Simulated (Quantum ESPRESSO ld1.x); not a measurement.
Values are calculated unless marked as measured or tabulated.
Radial electron density D(r) = 4 pi r^2 rho(r) of an atom or ion with 44 electrons. Level of theory: scalar-relativistic Kohn-Sham, LDA (Slater exchange, Perdew-Zunger correlation), spin-polarised, spherical densities, point nucleus (ld1.x of Quantum ESPRESSO 7.5).

r (bohr),D(r) (e/bohr),spin D(r)
0.005695,17.45,0.00100
0.006577,21.22,0.00120
0.007596,25.48,0.00142
0.008842,30.47,0.00165
0.01021,35.51,0.00186
0.01179,40.64,0.00204
0.01362,45.58,0.00214
0.01586,50.16,0.00212
0.01831,53.48,0.00193
0.02115,55.46,0.00155
0.02442,55.85,0.000963
0.02843,54.61,0.000187
0.03284,52.29,-0.000527
0.03792,49.68,-0.000877
0.0438,47.88,-0.000277
0.05099,48.06,0.00242
0.05888,50.91,0.00837
0.068,56.17,0.0196
0.07854,62.54,0.0389
0.09143,68.06,0.0715
0.1056,69.76,0.118
0.1219,66.75,0.184
0.1408,59.77,0.269
0.164,51.20,0.376
0.1893,45.75,0.478
0.2187,45.27,0.555
0.2525,49.05,0.574
0.294,53.57,0.501
0.3395,53.75,0.345
0.3921,47.69,0.150
0.4529,36.91,0.00846
0.5272,24.91,0.0342
0.6088,16.99,0.302
0.7031,13.75,0.797
0.8121,13.66,1.42
0.9454,14.12,2.01
1.092,13.28,2.36
1.261,11.03,2.43
1.456,8.194,2.23
1.695,5.522,1.86
1.958,3.685,1.46
2.261,2.476,1.07
2.611,1.689,0.744
3.04,1.119,0.468
3.511,0.7256,0.276
4.054,0.4357,0.145
4.682,0.2357,0.0662
5.451,0.1071,0.0235
6.295,0.04329,0.00675
7.27,0.01466,0.00126
8.396,0.004066,0.0000351
9.775,0.0008231,-0.0000674
11.29,0.0001401,-0.0000248

What is the nuclear charge?

Answer. Z = 44. The innermost maximum, from 1s, lies near gamma/Z bohr with gamma = sqrt(1 - (Z/c)^2) = 0.947, here 0.0215 bohr (found: 0.0235), and its height grows with Z. The density is that of neutral ruthenium in [Kr] 4d6.5 5s1.5; the configuration itself is not fixed sharply by these data, and Z only to a few units. D(r) has 4 maxima, at r = 0.0235, 0.104, 0.318, 0.938 bohr, and minima at 0.0467, 0.207, 0.756 bohr, inside which lie 2.01, 11.15, 29.22 electrons.
